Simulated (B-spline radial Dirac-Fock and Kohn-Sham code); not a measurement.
**Atomic SCF run for Pd**

ΔSCF core binding energies without Breit or QED terms, calculated with an atomic code on a B-spline grid. Keys: rel is the Hamiltonian (dirac, or spin-free x2c and nr, where L3 and M5 stand for the whole 2p and 3d shells), method is hf or an exchange,correlation pair (spin-unpolarised, also for the hole states), nuc the nuclear model, radius_factor scales its radius, rmax is the box in bohr, h the logarithmic mesh step, order the B-spline order, points the quadrature points per cell, c_factor scales the speed of light, and damp, ndamp, maxit and tol steer the iteration. The run stops when the commutator error falls below 10·tol·max(1, Z/10), or the numerical noise floor, and the energy has settled to about 1e-8 Ha; the virial ratio is −V/T.

Input (task.json):

```json
{"items": [{"Z": 46, "q": 0, "cfg": [[1, 0, 2], [2, 0, 2], [2, 1, 6], [3, 0, 2], [3, 1, 6], [3, 2, 10], [4, 0, 2], [4, 1, 6], [4, 2, 10]], "A": 106, "rrms": 4.5318, "do": "settings", "holes": ["K", "L3", "M5"],
  "settings": [{"rel": "dirac", "method": "hf", "nuc": "fermi", "radius_factor": 1.0, "rmax": 1.0, "h": 0.3, "order": 8, "points": 10, "c_factor": 1.0, "maxit": 83, "damp": 0.5, "ndamp": 3, "tol": 1e-08}]}]}
```

Command: `python xray2_run.py task.json out`

Ground-state iterations:

```
iter   energy (Ha)        error
   1    -4847.36747473  1.60e+00
   2    -4852.40896647  2.18e-01
   3    -4852.57659401  8.21e-02
   4    -4852.60110465  3.07e-02
   5    -4852.60512174  8.02e-03
   6    -4852.60534866  1.08e-04
   7    -4852.60534870  4.40e-06
   8    -4852.60534870  1.01e-07
```

The ground state converged in 8 iterations, with total energy -4852.60535 Ha, virial ratio 1.83284 and highest orbital energy 467.81 eV. ΔSCF binding energies: K (1s) 23927.3 eV, L3 (2p3/2) 2720.1 eV. Holes are computed only in closed shells, and unreliable hole states are left out.

Problem. One setting is unsound. Which, and why?

Solution. rmax squeezes the outer orbitals. With the default settings (Dirac Hartree-Fock): The ground state converged in 11 iterations, with total energy -5044.40058 Ha, virial ratio 1.95726 and highest orbital energy -8.70 eV. ΔSCF binding energies: K (1s) 24428.2 eV, L3 (2p3/2) 3184.4 eV, M5 (3d5/2) 340.0 eV.
